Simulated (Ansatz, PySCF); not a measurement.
Process, species as SMILES: BBr (BH2Br) [bromoborane] -> [BH2] (BH2) + Br atom (the B-Br bond at the site shown breaks; other sites are not compared here)
Geometries: B3LYP-D3(BJ)/def2-TZVP minima from Ansatz (a first-principles code). Frequencies are from Ansatz or PySCF.

Property: bond dissociation energy (enthalpy at 298 K, with B3LYP-D3(BJ) rigid-rotor harmonic-oscillator terms), in kcal/mol. Cores are frozen in the correlated levels unless marked. UHF or UKS for open shells. Spin-orbit coupling is left out. Frozen are the shells of the preceding noble gas and the d and f shells that filled before the atom's block. No relativistic terms. Basis-set limits of correlation are two-point, X^-3; Hartree-Fock from the larger set (for Q and 5 zeta extrapolated as (X+1)exp(-9√X)).

| level | program | bond dissociation energy (kcal/mol) |
|---|---|---|
| BHLYP-D3(BJ)/def2-TZVPD | Ansatz + dftd3 | ? |
| CAM-B3LYP/def2-TZVPD | Ansatz | ? |
| B2GP-PLYP-D3(BJ)/def2-TZVPD | Ansatz + dftd3 | 108.4 |
| B2PLYP-D4/def2-TZVPD | Ansatz + dftd4 | 107.8 |
| SCS-MP2/aug-cc-pVDZ | Ansatz | 103.8 |
| CCSD(T)/CBS(cc-pVQZ,cc-pV5Z) | Ansatz | ? |

### Question
Some entries are withheld; supply them.

### Answer

- BHLYP-D3(BJ)/def2-TZVPD, bond dissociation energy (kcal/mol): 104.3
- CAM-B3LYP/def2-TZVPD, bond dissociation energy (kcal/mol): 106.3
- CCSD(T)/CBS(cc-pVQZ,cc-pV5Z), bond dissociation energy (kcal/mol): 110.2
